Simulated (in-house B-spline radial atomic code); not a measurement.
# RPA and G0W0 on LDA VWN5: Ti⁴⁺

Configuration [Ne] 3s2 3p6, mean-field start LDA VWN5. Computed with an all-electron radial atomic-structure program (B-spline basis): all electrons, non-relativistic, point nucleus, each spin shell either full or empty, empty states to l = 9 with an (l + 1/2)⁻⁴ tail; G0W0 by contour deformation at full frequency.

Command:
```bash
python run_gw.py task.json out
```
Settings (radii: box in bohr, nucleus in fm):
```
Z                        22
electrons                18
configuration            [Ne] 3s2 3p6
hamiltonian              nr
method                   lda,vwn
lmax                     9
spin_polarised           False
box_radius               11.96
intervals                49
```

Time taken, with all properties: 1.3 s on 1 thread of Arm Neoverse N1, on a shared host.

Energies (hartree):

```json
{"term": "mean-field total", "value": "-843.88605"}
{"term": "Hartree-Fock functional on these orbitals", "value": "-845.17131"}
{"term": "direct second order", "value": "-1.3933"}
{"term": "second-order exchange", "value": "0.46519"}
{"term": "SOSEX correction", "value": "0.42146"}
```

Task: What is the RPA correlation energy, and what remains with SOSEX?

Result: RPA gives -1.2054 hartree (-1.82 eV per electron); RPA + SOSEX gives -0.78399, and the second-order doubles -0.9281 hartree (no singles). RPA lacks exchange-type terms and so overcorrelates at short range.

Quasi-particle levels (eV):

```csv
level,occupied,mean field,Σx - vxc,Σc,QP weight,G0W0
3p,yes,-89.36,-9.91,?,?,?
3d,no,-52.78,11.96,-3.13,0.960,-43.95
```

G0W0 = mean field + (Σx - vxc) + Σc, with Σc (partial-wave tail included) taken at the quasi-particle energy. Only the outer levels were computed. Levels of low weight are left out.

Task: Where does G0W0 put 3p?

Result: At -99.35 eV, with Σc = -0.09 eV and a quasi-particle weight of 0.942. The tabulated removal energy is 99.299 ± 0.012 eV (NIST, measured); the calculation leaves out relativity, Breit and QED terms, and what these don't explain is the method's own error.
